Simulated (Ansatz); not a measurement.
Cost and result for the atomization energy of C$_{2}$H$_{4}$SSi (`[SiH3]C1=CS1`) (8 atoms, 8 bonds).

```xyz
8

Si   -0.9036    0.8246   -0.4131
C     0.3287   -0.3970    0.1768
C     1.4559   -0.8830    0.5436
S     0.2912   -2.2316    0.6712
H    -0.2212    2.1250   -0.6277
H    -1.4911    0.3275   -1.6807
H    -1.9664    0.9554    0.6128
H     2.5064   -0.7208    0.7171
```

The species carries charge 0 and has multiplicity 1. The geometry is a stationary point of PBE0-D4/def2-TZVP. Program: Ansatz. All runs use 2 threads of an Arm Neoverse V1 on a shared host. Times are those of one run each, without the atoms' runs, and a repeat can differ threefold. Electronic energies, without spin–orbit coupling; frozen cores. CCSD(T)/CBS adds CCSD(T) − MP2 in def2-TZVPP to the MP2 limit, and its time is that of the two runs behind it. T1 = 0.013; the RHF reference is unstable towards UHF. HSE06 is the plane-wave form, built on full-range PBE exchange.

CCSD(T)/CBS is a level of theory with its own doubt, some kJ/mol a heavy atom from the limit and from the frozen cores, so smaller differences don't rank the functionals.

| level | functions | wall time |
| --- | --- | --- |
| BLYP-D4/def2-TZVPP | 202 | 2.3 s |
| revPBE-D4/def2-TZVPP | 202 | 2.4 s |
| CCSD(T)/def2-SVP | 84 | 2.5 s |
| PBE-D4/def2-TZVPP (with forces) | 202 | 3 s |
| PBE0-D4/def2-TZVPP | 202 | 3.3 s |
| HSE06-D4/def2-TZVPP | 202 | 3.5 s |
| r2SCAN-D4/def2-TZVPP (with forces) | 202 | 6 s |
| ωB97X-V/def2-TZVPP | 202 | 9.5 s |
| B97M-V/def2-TZVPP | 202 | 11 s |
| ωB97M-V/def2-TZVPP (with forces) | 202 | 14 s |
| MP2/def2-QZVPP | 374 | 25 s |
| CCSD(T)/def2-TZVPP | 202 | 65 s |
| CCSD(T)/CBS(def2) | – | 90 s |

Problem. What atomization energy does each give, and how far from CCSD(T)/CBS? (Estimate.)

Solution. Ansatz gave: 
| level | atomization (kJ/mol) | difference from CCSD(T)/CBS | per bond |
| --- | --- | --- | --- |
| BLYP-D4/def2-TZVPP | 2781.4 | -1.5 | -0.2 |
| revPBE-D4/def2-TZVPP | 2790.4 | 7.5 | 0.9 |
| CCSD(T)/def2-SVP | 2594.1 | -188.8 | -23.6 |
| PBE-D4/def2-TZVPP (with forces) | 2855.9 | 73.0 | 9.1 |
| PBE0-D4/def2-TZVPP | 2796.7 | 13.8 | 1.7 |
| HSE06-D4/def2-TZVPP | 2799.2 | 16.3 | 2.0 |
| r2SCAN-D4/def2-TZVPP (with forces) | 2796.8 | 13.9 | 1.7 |
| ωB97X-V/def2-TZVPP | 2794.8 | 11.9 | 1.5 |
| B97M-V/def2-TZVPP | 2806.4 | 23.5 | 2.9 |
| ωB97M-V/def2-TZVPP (with forces) | 2796.3 | 13.4 | 1.7 |
| MP2/def2-QZVPP | 2804.8 | 21.9 | 2.7 |
| CCSD(T)/def2-TZVPP | 2696.5 | -86.4 | -10.8 |
| CCSD(T)/CBS(def2) | 2782.9 | 0.0 | 0.0 |

Leaving LDA and LC-ωPBE aside and taking each functional with its dispersion term where it has one, the values, not all of them listed here, spread over 168.7 kJ/mol, from BHLYP-D4 to PBE-D4. LDA lies +370.4 kJ/mol from PBE without D4, its usual overbinding. From BLYP to BHLYP (50 % exact exchange), in def2-TZVPP and without D4, the atomization energy moves by −77.8 kJ/mol: exact exchange takes away binding that semilocal exchange gives to molecules. In def2-TZVPP, CCSD(T) changes the Hartree–Fock value by +739.6 kJ/mol (the triples alone add +58.9 kJ/mol) and MP2 by +796.5 kJ/mol; breaking electron pairs costs correlation energy, which Hartree–Fock lacks.
